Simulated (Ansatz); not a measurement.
CH3ClF2Si can be A, `F[SiH2]C(F)Cl`, or B, `C[Si](F)(F)Cl`.

Isolated molecules relaxed with PBE0-D4/def2-TZVP in Ansatz; ΔE leaves out vibrations. CBS: MP2 limit from def2 TZ/QZ plus the TZ coupled-cluster correction, frozen cores. DFT in def2-TZVPP. B3LYP here is the variant with VWN-RPA as its local correlation; programs differ in this. One conformer a species, not always the lowest.

Problem. Which isomer does CCSD(T)/CBS put lower? Give the gap. (Estimate.)

Solution. Ansatz gave: B, by 449.8 kJ/mol.

Problem. Give E(B) − E(A) in kJ/mol with B3LYP-D4, CCSD(T)/def2-TZVPP, r2SCAN-D4, PBE0-D4, CCSD(T)/def2-SVP, B2PLYP, MP2/def2-TZVPP. (Best estimate.)

Solution. The calculation gave: B3LYP-D4 -434.9, CCSD(T)/def2-TZVPP -445.2, r2SCAN-D4 -447.5, PBE0-D4 -437.3, CCSD(T)/def2-SVP -415.4, B2PLYP -444.2, MP2/def2-TZVPP -460.8. None reverses the order clearly.

Problem. Does the order hold for the free energy at 298.15 K (harmonic terms from PBE0-D4)? (Estimate.)

Solution. Computed: Yes: G(B) − G(A) = -437.1 kJ/mol, for one conformer each.

Largest T1 diagnostic: 0.011.

Leaving LDA and LC-ωPBE aside and taking each functional with its dispersion term where it has one, the values, not all of them listed here, spread over 39.7 kJ/mol, from B97M-V to revPBE-D4. LDA lies −6.3 kJ/mol from PBE without D4. From BLYP to BHLYP (50 % exact exchange), in def2-TZVPP and without D4, E(B) − E(A) moves by −30.3 kJ/mol.
